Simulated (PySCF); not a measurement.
Compound: C3H7NSi2.
SMILES: `[H]/N=C\[SiH2]C#C[SiH3]`

Torsions of this conformer, `[H]/[N:1]=[CH:2]\[SiH2:3][C:4]#[C:5][SiH3:6]`: N1–C2–Si3–C4 -2°.

The closed-shell ground state was solved at several levels (PySCF, density fitting, gas phase, non-relativistic). The structure is a single PBE0-D3(BJ)/def2-SVP conformer in the gas phase; no vibrational or solvent corrections.

```csv
level,basis functions,total energy (Eh),HOMO (eV),LUMO (eV),gap (eV),dipole (D)
PBE0/6-31G,76,-751.5661,-7.00,-0.75,6.25,1.99
B97-2/pcSseg-1,151,-752.1056,-7.09,-1.17,5.92,1.75
PBE0/IGLO-III,298,-751.8140,-7.40,-1.21,6.19,1.78
B3LYP/def2-SVPD,184,-751.9333,-7.17,-1.40,5.77,1.83
PBE0/cc-pVTZ,286,-751.8080,-7.33,-1.12,6.21,1.66
PBE0/pcSseg-1,151,-751.6858,-7.34,-1.12,6.22,1.77
PBE0/pcSseg-2,328,-751.8220,-7.39,-1.21,6.18,1.79
PBE0/pcSseg-0,76,-750.6325,-7.05,-0.98,6.07,2.18
PBE0/6-31G*,106,-751.6823,-7.15,-0.87,6.28,1.71
```

Problem. What might PBE0/cc-pVDZ (127 basis functions) give for the same quantities?

Solution. Total energy -751.7271 Eh, HOMO -7.16 eV, LUMO -0.92 eV, gap 6.24 eV, dipole 1.53 D.

Problem. Over all these levels, which gives the widest orbital gap and which the narrowest?

Solution. PBE0/6-31G* (global hybrid, 25 % exact exchange) has the widest, 6.28 eV, and B3LYP/def2-SVPD (global hybrid, 20 % exact exchange) the narrowest, 5.77 eV. Functional and basis both differ between the two, so the spread mixes both effects.

Problem. How much does the basis alone move the frontier levels among the 8 PBE0 rows (the withheld one included)?

Solution. The HOMO by 0.40 eV and the LUMO by 0.46 eV. By rising basis size (HOMO, LUMO in eV): 6-31G -7.00, -0.75; pcSseg-0 -7.05, -0.98; 6-31G* -7.15, -0.87; cc-pVDZ -7.16, -0.92; pcSseg-1 -7.34, -1.12; cc-pVTZ -7.33, -1.12; IGLO-III -7.40, -1.21; pcSseg-2 -7.39, -1.21.

Problem. How far do the dipole and the HOMO energy spread over the levels?

Solution. The dipole runs from 1.53 to 2.18 D (mean 1.80 D) and the HOMO from -7.40 to -7.00 eV.
